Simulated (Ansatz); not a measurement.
Program: Ansatz 0.2.0.

CH$_{7}$B$_{2}$N, SMILES `BN(B)C`. Total charge 0; spin multiplicity 1. All single points use the PBE0-D4/def2-TZVP geometry.

```xyz
11

B    -0.854    1.187   -0.354
N     0.042    0.126   -0.067
B     1.416    0.227   -0.412
C    -0.436   -1.091    0.591
H    -2.009    1.078   -0.052
H    -0.435    2.167   -0.890
H     2.149   -0.686   -0.157
H     1.809    1.217   -0.947
H    -0.254   -1.965   -0.037
H    -1.506   -1.016    0.784
H     0.080   -1.244    1.540
```

Q: What is the dipole moment at r2SCAN/def2-TZVPP? (Best estimate.)

A: The calculation gave: 1.52 D, with components (-0.45, -1.28, 0.68) D in this frame, pointing from negative to positive charge.

Q: And with PBE, B3LYP, ωB97M-V? (Estimate.)

A: The calculation gave: PBE 1.56 D, B3LYP 1.49 D, ωB97M-V 1.48 D.

Q: Give the Mulliken charges with r2SCAN, B3LYP, ωB97M-V in def2-TZVPP. (Best estimate.)

A: The calculation gave: 
```
atom  r2SCAN  B3LYP  ωB97M-V
  B1    0.00  -0.07    -0.13
  N2   -0.10  -0.08    -0.14
  B3   -0.01  -0.08    -0.14
  C4   -0.06  -0.17    -0.23
  H5   -0.02   0.02     0.06
  H6    0.00   0.03     0.07
  H7   -0.01   0.02     0.07
  H8    0.00   0.03     0.07
  H9    0.07   0.11     0.13
 H10    0.06   0.10     0.11
 H11    0.07   0.11     0.13
```

B3LYP here is the variant with VWN-RPA as its local correlation; programs differ in this.
